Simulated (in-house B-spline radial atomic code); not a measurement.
A calculation on Ta+: its settings, and results tabulated from the run. Level of theory: Dirac-Kohn-Sham CAM-B3LYP, spherical fractional occupations, Fermi nucleus of rms radius 5.3507 fm; calculated with an all-electron radial atomic-structure program (B-spline basis).

Command:
```bash
python run_scf.py task.json out
```
Settings (nuclear radius in fm, mass in u):
```
Z                73
configuration    [Xe] 4f14 5d3 6s1
hamiltonian      dirac
method           camb3lyp
spin_polarised   False
nucleus          fermi
rms_radius       5.3507
atomic_mass      180.948
speed_of_light   137.035999084
```

Output (hartree, bohr):
```
 radial grid: 81 intervals, B-splines of order 8, outer radius 60 bohr

 iter        energy (Eh)    residual
    1      -15622.497123    5.79e-01
    2      -15622.105252    2.27e-01
    3      -15623.330901    1.18e-01
    4      -15623.576217    3.75e-02
    5      -15623.511267    6.72e-02
    6      -15623.611414    2.42e-03
    7      -15623.611554    9.41e-05
    8      -15623.611554    1.68e-05
    9      -15623.611554    6.62e-06
   10      -15623.611554    5.18e-07

 total energy                    -15623.61155
 kinetic                           17529.9197
 electron-nucleus                 -38939.5502
 Hartree                            6103.4711
 exact exchange                      -64.6765
 exchange-correlation               -252.7757

 first-order corrections (not in the total)
   Gaunt                            18.3495
   retardation                      -1.9439
   frequency dependence             -0.3078
   self-energy                      13.3061
   Uehling                          -2.4601
   Wichmann-Kroll                    0.0957
   recoil                            0.0293

 orbital      occ     eigenvalue          <r>       <r^2>       <1/r>     <1/r^2>     <1/r^3>       r_max    small
 1s1/2      2.000     -2476.2259    0.0186651 0.000478808     85.3971       17423           -     0.01168  7.56e-02
 2s1/2      2.000      -426.4905    0.0783341  0.00731593     20.7448     2352.67           -     0.06704  1.71e-02
 2p1/2      2.000      -407.5190    0.0648819  0.00523472     20.7083     743.321           -     0.04993  1.72e-02
 2p3/2      4.000      -360.8100    0.0727159  0.00643701     17.4974     418.072     15636.5     0.05666  1.55e-02
 3s1/2      2.000       -98.4052     0.204235   0.0478271     7.61528     526.877           -      0.1889  5.61e-03
 3p1/2      2.000       -89.9634     0.194221   0.0439607     7.52952     168.982           -       0.177  5.55e-03
 3p3/2      4.000       -79.8777     0.208755   0.0505717     6.70157     96.4767     3505.26      0.1908  5.09e-03
 3d3/2      4.000       -65.6323     0.182941   0.0393244     6.59066     54.4283     603.936      0.1497  4.97e-03
 3d5/2      6.000       -63.4394      0.18742   0.0411422     6.39389      50.534     516.242      0.1535  4.84e-03
 4s1/2      2.000       -20.5766     0.458771    0.237851     3.19179     130.334           -      0.4293  1.83e-03
 4p1/2      2.000       -17.0863     0.464668    0.246017     3.08117     40.8813           -      0.4296  1.74e-03
 4p3/2      4.000       -14.7575      0.49745    0.281678     2.79539     23.4354     850.774      0.4586  1.57e-03
 4d3/2      4.000        -9.0145     0.516714    0.309867     2.57672     12.0916      121.09      0.4565  1.37e-03
 4d5/2      6.000        -8.5851     0.528174    0.323612     2.50713     11.1884     101.373      0.4659  1.33e-03
 5s1/2      2.000        -3.1577      1.10471     1.37308     1.21645     22.5928           -      0.9911  3.93e-04
 5p1/2      2.000        -2.1169      1.22232     1.69625     1.08698     6.23311           -       1.067  3.21e-04
 5p3/2      4.000        -1.7885      1.32789     2.00403    0.986023     3.54341      115.96       1.151  2.74e-04
 4f5/2      6.000        -1.4302     0.631047    0.504905     2.02241     5.25764      17.799      0.4391  9.15e-04
 4f7/2      8.000        -1.3558     0.641735    0.523415     1.99173     5.09902     16.9492      0.4443  8.94e-04
 5d3/2      1.200        -0.3678      2.10389     5.34602    0.626069    0.912036     6.71076       1.554  1.12e-04
 5d5/2      1.800        -0.3466      2.18679     5.78359    0.601483    0.820467      5.3614       1.608  1.03e-04
 6s1/2      1.000        -0.4271      3.13702      11.132     0.40343     2.43915           -       2.696  4.98e-05
```

Time taken, with all properties: 9.2 s on 1 thread of Intel(R) Xeon(R) 6975P-C (shared host).

For the Dirac Hamiltonian the kinetic term is c α·p + (β - 1)c².

Caution: exact exchange at fractional occupations of open shells leaves self-interaction of up to several eV.
